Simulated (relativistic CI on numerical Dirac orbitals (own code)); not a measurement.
**Slater and spin-orbit integrals, Se12+**

These numbers are calculated, not measured: Dirac-Coulomb-Breit CI, KLI orbitals optimised for each configuration, a model potential for QED, unscaled Slater integrals (own radial code, finite nucleus).

Slater integrals F^k, G^k are unscaled and averaged over j, outside the closed core [Ne]; ζ comes from projecting the Hamiltonian with its Breit term on Σ l·s of the shell.

- 3s2 3p6 3d4: F^2(3d,3d) = 195170, F^4(3d,3d) = 124680, ζ(3d) = 3738.7 cm⁻¹; <r>(3d) = 0.51, <r^2>(3d) = 0.3075 (bohr units).
- 3s2 3p5 3d5: ζ(3p) = 37348, F^2(3d,3d) = 194580, F^4(3d,3d) = 124280, F^2(3p,3d) = 183330, G^1(3p,3d) = 212860, G^3(3p,3d) = 136330, ζ(3d) = 3652 cm⁻¹; <r>(3p) = 0.5366, <r^2>(3p) = 0.3331, <r>(3d) = 0.5114, <r^2>(3d) = 0.3092 (bohr units).
- 3s 3p6 3d5: F^2(3d,3d) = 194370, F^4(3d,3d) = 124140, G^2(3s,3d) = 162710, ζ(3d) = 3718 cm⁻¹; <r>(3s) = 0.5366, <r^2>(3s) = 0.3286, <r>(3d) = 0.5119, <r^2>(3d) = 0.3099 (bohr units).

Question: Give the Racah parameters of the d shell in 3s2 3p6 3d4.

Answer: B = F²/49 − 5F⁴/441 = 2570 cm⁻¹ and C = 35F⁴/441 = 9895 cm⁻¹.

Averages of the first 10 configurations, taken without configuration mixing, which lowers the lowest level and can move excited configurations by several eV; other configurations of the list can lie among them:

```csv
Configuration,Parity,States,Average energy above the lowest level (eV)
3s2 3p6 3d4,even,210,10.5
3s2 3p5 3d5,odd,1512,114.2
3s 3p6 3d5,even,504,184.9
3s2 3p6 3d3 4s,even,240,156.2
3s2 3p6 3d3 4p,odd,720,178.0
3s2 3p6 3d3 4d,even,1200,211.3
3s2 3p6 3d3 4f,odd,1680,240.6
3s2 3p6 3d2 4s 4p,odd,540,335.2
3s2 3p5 3d4 4s,odd,2520,257.6
3s2 3p6 3d3 5s,even,240,257.0
```
